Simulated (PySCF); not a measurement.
Q: What does the PBE0-D3(BJ)/def2-SVP structure of `N#C[Si@H]1C[SiH2][SiH2]1` look like in three dimensions?

A: 
```
atom  x, y, z in Å
N1    -2.5935    1.0558   -1.8472
C2    -2.0294    0.7669   -0.8751
Si3   -1.0630    0.3170    0.6510
C4    -0.2447   -1.3602    0.3231
Si5    1.2572   -0.7079   -0.6666
Si6    1.0364    1.3637    0.4504
H7    -1.9937    0.4367    1.8095
H8    -0.8672   -2.1308   -0.1558
H9     0.1214   -1.7550    1.2877
H10    0.9158   -0.5622   -2.1130
H11    2.5087   -1.5103   -0.5184
H12    1.1689    2.6762   -0.2428
H13    1.7590    1.3752    1.7610
```

Orientation and origin are arbitrary. Atoms count from 1 in this order. Si5 (SiH2 silicon) has angles from 88.9° to 120.1°. Si3 (SiH silicon) has angles from 89.6° to 126.0°. The 4-membered ring Si3–C4–Si5–Si6 has internal angles of 74.6° to 97.3°; it is puckered, 0.21 Å rms from its mean plane, widest ring torsion 26°. Si6 (SiH2 silicon) has angles from 74.6° to 122.9°.

Bonds between heavy atoms (Å): N1≡C2 1.160, C2–Si3 1.862, Si3–C4 1.895, C4–Si5 1.913, Si5–Si6 2.364, Si3–Si6 2.354.

Computed with PBE0-D3(BJ)/def2-SVP geometry optimisation, gas phase in PySCF.

Point group: C1 (no symmetry element, even within 0.4 Å). Whether it is a minimum is left open (no frequencies). One conformer, not necessarily the lowest (C2–Si3–C4–Si5 82°, Si3–C4–Si5–Si6 25°, C4–Si5–Si6–Si3 -21°, C2–Si3–Si6–Si5 -87°).
